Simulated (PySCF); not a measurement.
A structure optimised at PBE-D3(BJ)/def2-SVP, used in a PySCF frequency run:

```xyz
8

B      0.0000     0.0000     0.8653
As     1.7672     0.0637    -0.0767
H      2.4612    -1.0876     0.6608
H      1.4061    -0.7380    -1.3327
As    -1.7672    -0.0637    -0.0767
H     -2.4612     1.0876     0.6608
H     -1.4061     0.7380    -1.3327
H      0.0000     0.0000     2.0810
```
Charge 0, spin multiplicity 1.

### Question
Write its SMILES, formula and point group.

### Answer
[AsH2]B[AsH2], As2BH5, C2

### Question
What are its rotational constants (standard atomic weights)?

### Answer
23.292, 1.0351, 1.0065 GHz
